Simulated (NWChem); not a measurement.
System: SiSbH3F2; SMILES [F][Sb]([F])[SiH3]

```xyz
7

Sb    -0.0001     0.4982     0.2780
F     -1.4352     0.7211    -1.0056
F      1.4352     0.7181    -1.0059
Si    -0.0024    -2.1123    -0.0111
H      1.2308    -2.5075    -0.7539
H     -1.2288    -2.5037    -0.7670
H     -0.0101    -2.7720     1.3324
```
Atoms are numbered in this order, from 1.

This is a stationary point of PBE0/def2-SVP with def2 effective core potentials on Sb (NWChem), point group Cs. def2 effective core potentials on Sb; no spin-orbit coupling.

Is it a minimum? If not, what does it relax to?

No. It has an imaginary frequency of 98i cm⁻¹. Following that mode (on a finer grid) lowers the energy by 1.1 kcal/mol and ends, with real frequencies alone, at point group Cs:
```xyz
7

Sb    -0.2872     0.4874     0.2631
F     -1.0507     0.6203    -1.5161
F      1.5616     0.7072    -0.2845
Si    -0.0877    -2.1038     0.0224
H      0.5445    -2.3880    -1.2970
H     -1.4487    -2.7180     0.0936
H      0.7537    -2.6451     1.1332
```
